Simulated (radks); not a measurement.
Spherical jellium clusters: N electrons in a uniform positive sphere of charge N and radius rs N^(1/3), rs = 5.65 bohr. Method: non-relativistic Kohn-Sham, LDA (Slater exchange, Perdew-Wang correlation), spin-polarised, spherical densities; computed with a radial shooting solver with Libxc functionals. Levels are named by radial order and angular momentum (1s, 1p, 1d, 2s, ...), and open shells are averaged over m.

N = 12, configuration 1s2 1p6 1d(up 4, down 0). This is the lowest configuration that the search found. Occupied and some empty levels:

level    occupation  eigenvalue (eV)  <r> (bohr)
1s up             1          -3.3803       8.450
1s down           1          -3.1556       8.064
1p up             3          -2.8887       9.723
1p down           3          -2.6142       9.650
1d up             4          -2.2303       10.72
1d down           0          -1.9455       10.81
2s up             0          -1.7837       8.944
2s down           0          -1.6597       9.178
1f up             0          -1.4520       11.67
1f down           0          -1.1813       11.91
2p up             0         -0.98515       11.43
2p down           0         -0.85000       11.71

Energy (eV): total -20.6470, kinetic 11.795, external -361.64, Hartree 180.32, exchange-correlation -32.876, background 181.76.

Electron density:

r (bohr)  n(r) (e/bohr^3)
0.408           0.0006404
1.43            0.0006978
2.46            0.0008153
3.48            0.0009835
4.50             0.001187
5.53             0.001399
6.55             0.001583
7.58             0.001690
8.60             0.001668
9.63             0.001490
10.7             0.001177
11.7            0.0008109
12.7            0.0004811
13.7            0.0002529
14.8            0.0001204
15.8           0.00005405
16.8           0.00002299
17.8            9.531e-06
18.8            3.860e-06
19.9            1.526e-06
